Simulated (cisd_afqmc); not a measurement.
Input (AFQMC/CISD/def2-SVP; cisd_afqmc is a phaseless AFQMC code with CISD trial states that reads the integrals written by Ansatz):

Ansatz 0.2 input:
```python
import cisd_afqmc

open("ham.yaml", "w").write("""\
crystal:
  periodic: [false, false, false]
  atoms:
    - {symbol: Te, position_ang: [-0.00000000, -0.00000000, -1.28732366]}
    - {symbol: Te, position_ang: [0.00000000, 0.00000000, 1.28732366]}
basis:
  gaussian:
    orbitals: def2-SVP
magnetization: {spin_polarized: true, initial_magnetization: 2}
correlation: {method: ccsd, electrons: outside_noble_gas, hamiltonian_folder: ham}
""")
rep = cisd_afqmc.ansatz("ham.yaml")
e_ccsd = rep["correlation"]["coupled_cluster"]["energy"]["hartree"]
out = cisd_afqmc.run("ham", e_ccsd, trial="CISD", walkers=200, populations=8, threads=8, dt=0.005, steps=40, early=36, settle=10, least=32,
    cut=5e-5, rank_cut=2e-4, target=0.0004, seconds=1500, seed=1, memory=17280, gpu=False)
```

Output:

```
orbitals 34, occupied [7, 5], factors 192 of 668, rank of the doubles 178 of 334
E(HF) = -534.022524
E(CCSD) on the cut factors = -534.217370, shift to the whole factors -0.000006
Energy of the trial state on the determinant = -534.217318
  tau behind 10.8 of longer steps, mean of the populations' last blocks
   2.0  -534.22650
   4.0  -534.22571
   6.0  -534.22607
   8.0  -534.22512
blocks 266 (1 outliers left out), error by blocks joined: 1: 0.00017, 2: 0.00021, 4: 0.00026, 8: 0.00031, 16: 0.00034
E(AFQMC/CISD) = -534.22566 +/- 0.00034
```

The determinant is spin-contaminated: <S^2> is 2.03, 0.03 over the pure value.
